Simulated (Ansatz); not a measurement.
Job for Ansatz (a program for electronic structure): R-wB97M-V/def2-TZVPP on BCl2HO (SMILES OB(Cl)Cl), a point of a torsion scan.

Ansatz 0.2 input:
```yaml
crystal:
  periodic: [false, false, false]
  atoms:
    - {symbol: O, position_ang: [-0.86539150, -0.55132525, 0.28160983]}
    - {symbol: B, position_ang: [0.32557388, 0.01547818, 0.11866767]}
    - {symbol: Cl, position_ang: [0.50191369, 1.65056657, -0.47830024]}
    - {symbol: Cl, position_ang: [1.71075963, -0.82130948, 0.70926619]}
    - {symbol: H, position_ang: [-1.61256729, -0.30736352, -0.26633218]}
basis:
  gaussian:
    orbitals: def2-TZVPP
hamiltonian:
  xc: {name: wB97M-V}
scf: {lower_state_search: off}
```

The head of its log:

```
WARN ansatz: RAYON_NUM_THREADS=1 ignored (pool sized by the plan → 1); use --threads N
Functional definition: wB97M-V
these checks for a lower state are left out or cut short: stability, starts, cluster_reference, orbital_swaps, neighbouring_geometries, increment
integrals: 0.11 GiB planned
999 factors; their error is unknown
integrals: 0.14 GiB planned
174 factors; integrals over basis functions are off by at most 3.5e-5 eV
mean field: 0.82 GiB planned
mean field evaluation 1: about -27785.2031 eV, gradient 4.5e1 eV
mean field evaluation 2: about -27784.6985 eV, gradient 5.0e1 eV
```

Question: Give the final energy of this run.

Answer: -1021.2109 hartree.
